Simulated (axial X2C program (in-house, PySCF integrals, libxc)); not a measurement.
## Ω levels of RhF from open-shell CI on d7 s1

Calculated with an in-house all-electron X2C program for linear molecules (integrals from PySCF): two-component X2C with atomic mean-field Coulomb and Gaunt terms, basis Rh dyall-v3z, F dyall-av3z (cores contracted in-house). Orbitals come from Hartree–Fock averaged over the configuration Rh d7 s1; CI then distributes these electrons over the d, s shells of Rh.

R = 1.977 Å (near the minimum of the configuration average).

Lowest levels of this model:

```csv
Ω,energy (cm⁻¹),g∥,μ (D),configuration
5,0,13.99,-2.72,100% d7 s1
4,769,10.05,-2.72,100% d7 s1
3,1543,6.16,-2.74,100% d7 s1
0,1972,0.00,-2.73,100% d7 s1
1,2051,3.58,-2.74,100% d7 s1
2,2194,4.62,-2.77,99% d7 s1
2,2541,4.87,-2.72,100% d7 s1
1,3207,1.64,-2.77,99% d7 s1
3,3438,9.64,-2.83,99% d7 s1
2,4281,6.27,-2.76,100% d7 s1
0,4360,0.00,-2.83,99% d7 s1
1,4391,2.87,-2.79,99% d7 s1
4,5126,11.47,-3.42,89% d7 s1 + 11% d8
0,5371,0.00,-2.75,100% d7 s1
1,5421,4.96,-2.76,100% d7 s1
3,6289,8.06,-2.98,98% d7 s1
4,6571,10.45,-4.42,67% d7 s1 + 33% d8
2,6996,4.23,-2.92,99% d7 s1
0,7200,0.00,-5.05,51% d7 s1 + 48% d8
3,7430,6.63,-5.18,51% d8 + 48% d7 s1
0,7754,0.00,-3.09,96% d7 s1
0,7937,0.00,-3.43,88% d7 s1 + 12% d8
0,9904,0.00,-5.65,64% d8 + 36% d7 s1
0,10560,0.00,-5.74,67% d8 + 33% d7 s1
4,13521,10.00,-4.30,60% d7 s1 + 40% d8
5,22321,11.97,-2.88,100% d7 s1
```

g∥ is the magnitude of 2⟨Lz + ge Sz⟩ for the +Ω component. μ is positive if the F end is positive.

Question: From Ω and g∥ of the lowest level, whose 2⟨Lz + ge Sz⟩ is positive, find ⟨Sz⟩ and ⟨Lz⟩ (ge = 2.0023).

Answer: Ω = ⟨Lz⟩ + ⟨Sz⟩ = 5 and ⟨Lz⟩ + ge⟨Sz⟩ = 6.995, so ⟨Sz⟩ = 1.99 and ⟨Lz⟩ = 3.01.

Occupations of the active spinors in the lowest level by ω, shell by shell in order of energy: -5/2: 0.00; -3/2: 0.98 0.02; -1/2: 0.98 0.02 0.00; 1/2: 1.00 1.00 1.00; 3/2: 1.00 1.00; 5/2: 1.00. The leading determinant has weight 0.97 among 9.

This point took 0.99 s on 1 thread of Arm Neoverse V1, with other jobs on the host.

Dynamic correlation is missing, so gaps between terms are too wide and other configurations may lie lower; the lowest level listed is that of this model, not necessarily the ground state. For d shells the ligand-field splittings (σ, π, δ) and their order can be off by a thousand cm⁻¹ or more. At most 4 roots were kept for each Ω > 0 (twice that for Ω = 0) within 3.2 eV of the lowest, so higher up levels can be missing between those listed; levels with Ω > 0 are doubly degenerate and listed once, Ω = 0 levels singly.
